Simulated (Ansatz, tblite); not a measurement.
Removing and adding an electron: the cluster Li₃PS₄ (the lowest singlet isomer of a short search). Charge 0, multiplicity 1. Geometry: r2SCAN-D4/def2-SVP. Ansatz, gas phase; energy differences of separate SCF runs; the oxidised species was run as a doublet alone; the reduced species was run as a doublet alone.

```csv
atom,x (Å),y (Å),z (Å)
Li1,0.0789,-1.5480,1.5611
Li2,-1.6293,1.1361,-0.9457
Li3,0.5788,-0.8821,-1.3388
P4,1.0823,1.1463,0.4899
S5,0.6133,1.4733,-1.5438
S6,2.0245,-0.7441,0.5272
S7,-1.6494,-1.0883,-0.0414
S8,-1.0992,0.5068,1.2916
```

The xTB rows come from tblite. HOMO above LUMO, or a gap near zero within one spin, warns that the state may not be the lowest or that an electron is smeared out. Another isomer (singlet) lies 0.18 eV lower at PBE0-D4/def2-TZVP; other spin states weren't run for this one.

```csv
level,−HOMO (eV),vertical IE (eV),−LUMO (eV),vertical EA (eV),HOMO–LUMO gap (eV),IE − EA (eV),remarks
GFN1-xTB,9.82,12.46,7.26,4.86,2.56,7.60,–
LDA (SPW92)/def2-TZVPD,5.32,–,2.60,0.63,2.72,–,HOMO above zero (-1 doublet)
PBE-D4/def2-TZVP,5.18,7.61,2.36,–,2.82,–,gap within one spin near zero (+1 doublet)
PBE-D4/def2-TZVPD,5.18,–,2.40,0.52,2.78,–,HOMO above zero (-1 doublet)
```

**Question.** Estimate the rows for GFN2-xTB, PBE0-D4/def2-TZVP, PBE0-D4/def2-TZVPD.

**Answer.** 
```tsv
level	−HOMO (eV)	vertical IE (eV)	−LUMO (eV)	vertical EA (eV)	HOMO–LUMO gap (eV)	IE − EA (eV)	remarks
GFN2-xTB	9.94	12.33	7.75	5.42	2.18	6.91	–
PBE0-D4/def2-TZVP	6.16	7.82	1.52	–	4.64	–	–
PBE0-D4/def2-TZVPD	6.14	–	1.57	0.37	4.57	–	HOMO above zero (-1 doublet)
```

Run but left out: LDA (SPW92)/def2-TZVP (charge +1 doublet: an occupied level 0.04 eV above an empty one).   A HOMO above zero means that the electron is unbound at that level or that self-interaction error raises the level; the energy of removing that electron tells which. Raw xTB energy differences between charge states are shifted by several eV; the methods need an empirical correction for them.
